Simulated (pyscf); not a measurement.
PySCF, gas phase, ωB97X-D3(BJ)/def2-SVP geometries. Singlets are restricted, triplets unrestricted.

Singlet (Å):
```xyz
9

C      0.0694     1.0644    -1.1256
C      0.4939     0.2655     0.1073
Ge     1.1024     1.3587     1.6527
H     -0.7570     1.7560    -0.8913
H      0.9000     1.6783    -1.5116
H     -0.2693     0.4135    -1.9490
H     -0.3278    -0.3785     0.4765
H      1.3112    -0.4429    -0.1290
H      1.3991     0.0855     2.5662
```

Triplet (Å):
```xyz
9

C      0.2271     1.0724    -0.9893
C      0.1558    -0.0002     0.0982
Ge     0.6929     0.6780     1.8820
H     -0.4691     1.9001    -0.7834
H      1.2388     1.5015    -1.0698
H     -0.0322     0.6480    -1.9744
H     -0.8615    -0.4095     0.1957
H      0.8238    -0.8485    -0.1254
H      2.1119     1.2847     2.0328
```

**Question.** For these two minima of H₃C–CH₂–GeH:, which spin state lies lower at ωB97X-D3(BJ)/def2-TZVP, and by how much (electronic energies)?

**Answer.** The singlet, by 28.5 kcal/mol. Zero-point energy shifts E(triplet) − E(singlet) by +0.5 kcal/mol. The 7 functionals that were run give +19.9 (r²SCAN) to +28.5 kcal/mol (ωB97X-D3(BJ)). Other isomers of H₃C–CH₂–GeH: [singlet] were not searched in full and may lie lower. 

E(triplet) − E(singlet) by level (kcal/mol):

```
level                     gap
----------------------  -----
ωB97X-D3(BJ)/def2-TZVP  +28.5
PBE/def2-TZVP           +24.5
r²SCAN/def2-TZVP        +19.9
B3LYP-D3(BJ)/def2-TZVP  +27.5
PBE0-D3(BJ)/def2-TZVP   +22.7
M06-2X/def2-TZVP        +21.3
ωB97M-D3(BJ)/def2-TZVP  +27.9
HF/def2-TZVP            +10.7
```

The triplet is the lowest one reached from the SCF start used. Elements up to Kr have no core potential and no relativistic terms here.
